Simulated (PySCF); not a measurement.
hydrogen telluride (H2Te), SMILES [TeH2]. Heavy atoms are numbered as in [TeH2:1]. Hydrogens are named by the atom that carries them.

Geometry: PBE-D3(BJ)/def2-TZVPD. The def2 effective core potentials stand for the cores of Te; spin–orbit coupling is left out.

Computed with PBE/def2-TZVPD run with PySCF.

Mulliken values depend strongly on the basis, most of all with diffuse functions as here. ESP charges are fitted to the potential on shells at 1.4 to 2.0 van der Waals radii. Atomic charges (e), one atom of each kind:

```
atom        ESP fit  Mulliken
----------  -------  --------
Te1 (TeH2)      [?]     -0.14
H on Te1        [?]      0.07
```

Q: Complete the blanks. (An estimate is asked for; the answer gives what the named calculation found.)

A: 
- Te1 (TeH2), ESP fit: -0.10
- H on Te1, ESP fit: 0.05
